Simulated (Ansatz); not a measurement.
Two structures of GaHCl$_{2}$, singlet, reached by relaxing down either side of one saddle point (PBE0-D4/def2-TZVP). Energies are electronic, without zero-point energy. Computed with Ansatz 0.2.0 (basis: def2-TZVPP and def2-QZVPP); correlated methods freeze the cores. Filled d shells of the heavier atoms are correlated. The def2 sets are not built for correlating such inner shells, so the correlated values are less sure here. Extrapolation: Hartree–Fock as exp(−7.88 √X), correlation as X^−2.97. First:

```
4
angstrom
Ga 1.4835 -0.4637 -0.9027
Cl -0.6713 -0.1581 -1.5660
H -0.7529 0.2778 0.6863
Cl -0.0594 0.3439 1.7824
```

Second:

```tsv
atom	x (Å)	y (Å)	z (Å)
Ga1	1.7475	-0.3810	-0.1767
Cl2	-1.2026	-0.0140	-1.3607
H3	-1.0349	0.1895	-0.0890
Cl4	0.4899	0.2055	1.6264
```

Which bonds change from the first to the second?

GaCl + HCl → GaCl + HCl; bonds formed: Ga1–Cl4, Cl2–H3; bonds broken: Ga1–Cl2, H3–Cl4.

Give the saddle point's structure and its height above each. (Judge from chemistry; the value comes from the calculation.)

The calculation gives: 7.51 kcal/mol above the first and 7.51 kcal/mol above the second (CCSD(T) at an estimated basis limit (MP2 extrapolated from triple and quadruple zeta, plus CCSD(T) − MP2 in triple zeta)).
Ga1  (1.482, -0.388, -0.497)
Cl2  (-0.917, -0.057, -1.286)
H3  (-0.690, 0.180, 0.231)
Cl4  (0.124, 0.264, 1.552)
(Å)

The search had been set up for a 1,1-elimination (forming Cl2–H3, breaking Ga1–Cl2, Ga1–H3); from that guess it ended on this step instead.

No T1 diagnostic of these runs exceeds 0.012.

For scale, one of the runs: CCSD(T)/def2-TZVPP, 146 basis functions, launched by `ansatz run in.yaml --threads 2 --pin off --events-out ev --progress --plain --max-ram 4352MiB`. Time: 9.5 s of wall clock on 2 CPU threads of an Intel Xeon 6975P-C; the host was shared. Peak host memory: 0.88 GiB.
